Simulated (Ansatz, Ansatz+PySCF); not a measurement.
```xyz
2

Li    0.0039   -0.0027   -0.4083
H    -0.0091   -0.0012    1.2024
```

Basis set: def2-SVP (spherical functions). All electrons are correlated. Charge 0, multiplicity 1.

Computed with Ansatz (development build ahead of 0.2.0); each method stands on the lowest determinant of its kind that the runs found. Restricted open shells among the atoms or ions are ROHF, correlated in semicanonical orbitals with singles.

The atomization energy at this shape (free ground-state atoms in the same class of orbitals less the molecule, no zero-point energy) of singlet LiH:

```tsv
method	atomization energy
RHF-MP2	46.34 kcal/mol
RHF	34.09 kcal/mol
```

Problem. What does RHF-CCSD(T) give?

Solution. 50.62 kcal/mol.
